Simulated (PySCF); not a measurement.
Al(Me)2 (C₂H₆Al), SMILES [Al+]([CH3])[CH3], charge +1. The structure is a stationary point at PBE-D3(BJ)/def2-TZVP. The multiplicity is an assumed one; other spin states were not compared. The isomer is the one that the SMILES or the coordinates give; other isomers of the formula were not compared.

**Question.** Give the equilibrium geometry at PBE-D3(BJ)/def2-TZVP (PySCF confirms it by a frequency run) as a Z-matrix, and its point group. (An estimate is asked for; the answer gives what the named calculation found.)

**Answer.** point group D3d.
```
Al
C 1 1.9167
H 2 1.1011 1 110.12
H 2 1.1011 3 108.82 1 -120.78
H 2 1.1011 3 108.82 4 -118.43
C 1 1.9167 4 155.75 2 180.00
H 6 1.1011 1 110.12 4 -60.00
H 6 1.1011 7 108.82 1 120.78
H 6 1.1011 7 108.82 8 118.43
```
Charge +1, spin multiplicity 1.
